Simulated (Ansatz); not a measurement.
Harmonic frequencies (cm⁻¹) at PBE0-D4/def2-TZVP from Ansatz: 19, 58, 92, 114, 243, 250, 331, 366, 546, 641, 818, 839, 846, 942, 1063, 1073, 1214, 1224, 1375, 1449, 1660, 2511, 2644, 3059, 3106, 3535, 3618.

Each molecule was computed in one conformer, which needn't be the lowest.

Problem. Which molecule is it?
A. `[SiH3]B[SiH2]Cl`
B. `[CH3][GaH][B]1CC1`
C. `F[B]([SiH3])[AlH][AsH2]`
D. `B[S][Zn][CH2]N`

Solution. D.
